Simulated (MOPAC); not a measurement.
Job for MOPAC: PM6 on BClH4Si (SMILES [SiH3]BCl), a point of a torsion scan.

```
PM6 1SCF PRECISE CHARGE=0 THREADS=1
BClH4Si

Si    -0.82955123 1    -0.00902427 1     0.05915963 1
B      1.05288346 1     0.56135635 1    -0.15140111 1
Cl     2.07757459 1     0.64156515 1     1.19779836 1
H     -1.58649492 1     0.86899705 1     0.96187805 1
H     -1.58087595 1    -0.03138978 1    -1.20175725 1
H     -0.94952084 1    -1.36090341 1     0.62195149 1
H      1.54305174 1     0.86338325 1    -1.17877345 1
```

It printed:

```
*******************************************************************************
 **                                                                           **
 **                              MOPAC v23.2.5                                **
 **                                                                           **
 *******************************************************************************
 ** MOPAC's Digital Object Identifier: https://doi.org/10.5281/zenodo.6511958 **
 **                                                                           **
 ** Please cite the open-source release paper for use of this MOPAC version:  **
 ** J. E. Moussa and J. J. P. Stewart (2026)                                  **
 ** MOPAC: An open-source semiempirical molecular orbital program             **
 ** J. Open Source Softw., 11(119), 8025, https://doi.org/10.21105/joss.08025 **
 *******************************************************************************

                              PM6 CALCULATION RESULTS

 *******************************************************************************
 *  PM6        - The PM6 Hamiltonian to be used
 *
 *
 *
 *                 CHARGE ON SYSTEM = 0
 *
 *
 *
 *  PRECISE    - TIGHTER CRITERIA TO BE USED
 *  1SCF       - DO 1 SCF AND THEN STOP
 *  THREADS=1  - MULTI-THREADING NOT USED
 *  T=         - A TIME OF 172800.0 SECONDS REQUESTED
 *  DUMP=N     - RESTART FILE WRITTEN EVERY 7200.0 SECONDS REQUESTED
 *******************************************************************************
PM6 1SCF PRECISE CHARGE=0 THREADS=1
 BClH4Si

   ATOM   CHEMICAL          X               Y               Z
  NUMBER   SYMBOL      (ANGSTROMS)     (ANGSTROMS)     (ANGSTROMS)

     1      Si         -0.82955123  *  -0.00902427  *   0.05915963  *
     2       B          1.05288346  *   0.56135635  *  -0.15140111  *
     3      Cl          2.07757459  *   0.64156515  *   1.19779836  *
     4       H         -1.58649492  *   0.86899705  *   0.96187805  *
     5       H         -1.58087595  *  -0.03138978  *  -1.20175725  *
     6       H         -0.94952084  *  -1.36090341  *   0.62195149  *
     7       H          1.54305174  *   0.86338325  *  -1.17877345  *



          CARTESIAN COORDINATES

    NO.       ATOM           X           Y           Z

     1        Si         -0.8296     -0.0090      0.0592
     2         B          1.0529      0.5614     -0.1514
     3        Cl          2.0776      0.6416      1.1978
     4         H         -1.5865      0.8690      0.9619
     5         H         -1.5809     -0.0314     -1.2018
     6         H         -0.9495     -1.3609      0.6220
     7         H          1.5431      0.8634     -1.1788

 General Reference for PM6:
 "Optimization of Parameters for Semiempirical Methods V: Modification of NDDO Approximations
 and Application to 70 Elements", J. J. P. Stewart, J. Mol. Mod., 13, 1173-1213 (2007)
 URL: https://link.springer.com/article/10.1007/s00894-007-0233-4

           Empirical Formula: H4 Si B Cl  =     7 atoms



      MOLECULAR POINT GROUP   :   Cs


      RHF CALCULATION, NO. OF DOUBLY OCCUPIED LEVELS = 9


 -------------------------------------------------------------------------------
 PM6 1SCF PRECISE CHARGE=0 THREADS=1
 BClH4Si



     1SCF WAS SPECIFIED, SO BFGS WAS NOT USED
     SCF FIELD WAS ACHIEVED


                              PM6 CALCULATION
                                                       MOPAC v23.2.5 Linux




          FINAL HEAT OF FORMATION =         24.94592 KCAL/MOL =     104.37372 KJ/MOL


          COSMO AREA              =        116.84 SQUARE ANGSTROMS
          COSMO VOLUME            =        105.63 CUBIC ANGSTROMS

          IONIZATION POTENTIAL    =          9.350471 EV
          HOMO LUMO ENERGIES (EV) =         -9.350 -1.171
          NO. OF FILLED LEVELS    =          9
          MOLECULAR WEIGHT        =         78.3801         POINT GROUP:  Cs

          MOLECULAR DIMENSIONS (Angstroms)

            Atom       Atom       Distance
            H     5   Cl     3     4.42662
            H     7    H     6     3.51863
            H     4    H     7     2.20825


          SCF CALCULATIONS        =          1





   ATOM   CHEMICAL          X               Y               Z
  NUMBER   SYMBOL      (ANGSTROMS)     (ANGSTROMS)     (ANGSTROMS)

     1      Si         -0.82955123  *  -0.00902427  *   0.05915963  *
     2       B          1.05288346  *   0.56135635  *  -0.15140111  *
     3      Cl          2.07757459  *   0.64156515  *   1.19779836  *
     4       H         -1.58649492  *   0.86899705  *   0.96187805  *
     5       H         -1.58087595  *  -0.03138978  *  -1.20175725  *
     6       H         -0.94952084  *  -1.36090341  *   0.62195149  *
     7       H          1.54305174  *   0.86338325  *  -1.17877345  *

                             CARTESIAN COORDINATES

   1   Si       -0.829551230    -0.009024270     0.059159630
   2    B        1.052883460     0.561356350    -0.151401110
   3   Cl        2.077574590     0.641565150     1.197798360
   4    H       -1.586494920     0.868997050     0.961878050
   5    H       -1.580875950    -0.031389780    -1.201757250
   6    H       -0.949520840    -1.360903410     0.621951490
   7    H        1.543051740     0.863383250    -1.178773450


           Empirical Formula: H4 Si B Cl  =     7 atoms



      MOLECULAR POINT GROUP   :   Cs


                  EIGENVALUES
 -26.40017 -19.78255 -17.68027 -13.92757 -12.52037 -12.26377 -11.61268 -11.60256
  -9.35047  -1.17077  -0.68790   0.50994   0.95375   1.00701   1.58309   1.73337
   2.22218   3.63271   4.50965   4.52425   4.85931  87.26069  87.30608  87.48194
  87.73104  87.75652


              NET ATOMIC CHARGES AND DIPOLE CONTRIBUTIONS

  ATOM NO.   TYPE          CHARGE      No. of ELECS.   s-Pop       p-Pop       d-Pop
    1         Si           0.155610        3.8444     1.24515     2.10521     0.49403
    2          B          -0.116739        3.1167     1.18399     1.93275
    3         Cl          -0.066514        7.0665     1.98979     5.07405     0.00268
    4          H          -0.008836        1.0088     1.00884
    5          H          -0.010688        1.0107     1.01069
    6          H          -0.008875        1.0089     1.00888
    7          H           0.056042        0.9440     0.94396
 DIPOLE           X         Y         Z       TOTAL
 POINT-CHG.    -1.270    -0.271    -0.577     1.421
 HYBRID         1.127     0.293     0.180     1.178
 SUM           -0.143     0.021    -0.397     0.422


          ATOMIC ORBITAL ELECTRON POPULATIONS

     Atom    s        px        py        pz      x^2-y^2     xz        z^2       yz        xy
    1 Si   1.24515   0.64525   0.73153   0.72842   0.12284   0.13046   0.08112   0.10076   0.05884
    2  B   1.18399   0.84130   0.28194   0.80952
    3 Cl   1.98979   1.71774   1.81170   1.54460   0.00037   0.00085   0.00112   0.00017   0.00016
    4  H   1.00884
    5  H   1.01069
    6  H   1.00888
    7  H   0.94396

 **********************
 *                    *
 * JOB ENDED NORMALLY *
 *                    *
 **********************




 == MOPAC DONE ==
```

The run finished.

Cost: around 0.020 core-seconds (rough).
